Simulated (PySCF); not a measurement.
## `C(#C)[C@@]1([SeH])C[C@@H]1F`, C5H5FSe

Geometry:
| atom | x (Å) | y (Å) | z (Å) |
| --- | --- | --- | --- |
| C1 | 2.469 | 0.506 | 0.879 |
| C2 | 1.385 | 0.380 | 0.384 |
| C3 | 0.097 | 0.261 | -0.217 |
| Se4 | -0.393 | 1.834 | -1.317 |
| C5 | -0.392 | -1.101 | -0.656 |
| C6 | -0.987 | -0.449 | 0.545 |
| F7 | -2.260 | 0.026 | 0.440 |
| H8 | 3.416 | 0.607 | 1.320 |
| H9 | -1.774 | 1.846 | -0.893 |
| H10 | -1.011 | -1.140 | -1.541 |
| H11 | 0.253 | -1.956 | -0.516 |
| H12 | -0.801 | -0.815 | 1.547 |

The calculation used PySCF 2.14.0, TDDFT LC-wPBE/def2-SVPD circular dichroism and optical rotation, one conformer, gas phase. Geometry: GFN2-xTB.

The molecule is flexible and this is one conformer; a measurement averages over conformers. The calculation is non-relativistic, which matters for the atoms heavier than Zn.

Problem. Draw the ECD and absorption spectra from the lowest 16 states, each a Gaussian of half-width 0.2 eV at 1/e height.

Solution. 
| E (eV) | λ (nm) | Δε (L mol⁻¹ cm⁻¹) | ε (L mol⁻¹ cm⁻¹) |
| --- | --- | --- | --- |
| 4.21 | 295 | 0.00 | 0.128 |
| 4.31 | 288 | +0.01 | 1.22 |
| 4.41 | 281 | +0.06 | 7 |
| 4.51 | 275 | +0.19 | 24.4 |
| 4.61 | 269 | +0.41 | 51.7 |
| 4.71 | 263 | +0.52 | 66.4 |
| 4.81 | 258 | +0.41 | 51.7 |
| 4.91 | 253 | +0.19 | 24.4 |
| 5.01 | 248 | +0.06 | 7 |
| 5.11 | 243 | +0.01 | 1.22 |
| 5.21 | 238 | 0.00 | 0.128 |
| 5.31 | 234 | 0.00 | 0 |
| 5.41 | 229 | 0.00 | 0.175 |
| 5.51 | 225 | 0.00 | 2.65 |
| 5.61 | 221 | +0.03 | 24.4 |
| 5.71 | 217 | +0.17 | 137 |
| 5.81 | 213 | +0.54 | 478 |
| 5.91 | 210 | +0.98 | 1050 |
| 6.01 | 206 | +0.84 | 1540 |
| 6.11 | 203 | -0.09 | 1610 |
| 6.21 | 200 | -0.90 | 1270 |
| 6.31 | 197 | -1.01 | 862 |
| 6.41 | 193 | -1.24 | 987 |
| 6.51 | 191 | -2.66 | 2090 |
| 6.61 | 188 | -5.13 | 3520 |
| 6.71 | 185 | -7.37 | 3780 |
| 6.81 | 182 | -8.10 | 2600 |
| 6.91 | 179 | -6.67 | 1220 |
| 7.01 | 177 | -4.45 | 515 |
| 7.11 | 174 | -6.35 | 780 |
| 7.21 | 172 | -20.97 | 2900 |
| 7.31 | 170 | -52.70 | 7750 |
| 7.41 | 167 | -83.50 | 13200 |
| 7.51 | 165 | -83.14 | 14800 |
| 7.61 | 163 | -53.56 | 12400 |
| 7.71 | 161 | -28.03 | 10500 |
| 7.81 | 159 | -27.15 | 11600 |
| 7.91 | 157 | -40.93 | 13300 |
| 8.01 | 155 | -43.93 | 12700 |
| 8.11 | 153 | -26.65 | 10800 |
| 8.21 | 151 | -2.36 | 9950 |
| 8.31 | 149 | +14.47 | 9620 |
| 8.41 | 147 | +13.03 | 8310 |

Δε uses R in velocity form, ε uses f in length form. Only the states computed contribute, so the short-wavelength end is incomplete.

The sign of the CD band at 263 nm isn't settled: the length form gives the opposite one.
